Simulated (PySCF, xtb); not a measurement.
C₂H₅O₂, SMILES OCC[O], multiplicity 2. One conformer was computed; it need not be the lowest.

Harmonic wavenumbers (cm⁻¹) from xtb with GFN2-xTB at its own minimum, in rising order: 138, 294, 383, 463, 705, 793, 934, 1060, 1129, 1195, 1237, 1267, 1303, 1315, 1424, 1459, 2687, 2729, 2885, 3014, 3489.

What does B3LYP-D3(BJ)/def2-SVP in PySCF give at its own minimum? (The exact figures need the calculation; the answer reports its results.)

164, 302, 337, 496, 661, 840, 917, 1045, 1139, 1185, 1257, 1284, 1368, 1390, 1478, 1516, 2887, 2936, 2984, 3119, 3809. Paired by order, the mean absolute difference is 70 cm⁻¹ and the zero-point energies are 42.7 and 44.5 kcal/mol.
